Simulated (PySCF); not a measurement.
System: F2Si, singlet: map of symmetric stretch and bend. Scanned: Si-F bond length and F-Si-F angle.

Cartesian coordinates as functions of the variables (Å; names that start with a are angles):
```
Si  0  0  0
F  r*sin(a/2)  0  r*cos(a/2)
F  -r*sin(a/2)  0  r*cos(a/2)
```

Calculation: r2SCAN/cc-pVDZ (PySCF).

Energy in mEh above the lowest grid point; x is the Si-F bond length (Å), y the F-Si-F angle (°).

```
y \ x    1.36   1.44   1.52  1.60  1.68  1.76  1.84  1.92      2   2.08   2.16
------  -----  -----  -----  ----  ----  ----  ----  ----  -----  -----  -----
180     251.9  158.4  104.2  76.6  67.0  69.6  80.4  96.7  116.5  138.3  161.2
171.36  249.5  156.1  102.1  74.7  65.3  68.0  79.0  95.4  115.3  137.3  160.3
162.73  242.4  149.4   95.9  69.0  60.1  63.4  74.8  91.7  112.1  134.4  157.8
154.09  231.1  138.7   86.0  60.1  52.1  56.2  68.5  86.1  107.2  130.1  154.0
145.45  216.9  125.2   73.6  48.8  42.0  47.4  60.7  79.4  101.2  124.9  149.4
136.82  201.8  110.6   60.0  36.5  31.1  37.7  52.3  72.0   94.9  119.4  144.7
128.18  187.7   96.8   47.0  24.5  20.4  28.3  44.1  64.9   88.7  114.1  140.1
119.55  176.4   85.4   35.9  14.1  10.9  19.9  36.8  58.6   83.3  109.5  136.2
110.91  169.6   77.8   28.0   6.5   3.8  13.4  31.1  53.7   79.1  106.0  133.3
102.27  169.4   75.7   24.8   2.8   0.0   9.9  27.9  50.9   76.9  104.2  131.9
93.64   179.1   81.6   28.3   4.6   0.9  10.3  28.1  51.2   77.2  104.7  132.5
85      205.7  100.4   41.9  14.7   8.6  16.3  33.0  55.4   80.9  108.1  135.7
```

Points that lie below all their neighbours on the grid: x = 1.68, y = 102.27 (0.0 mEh).
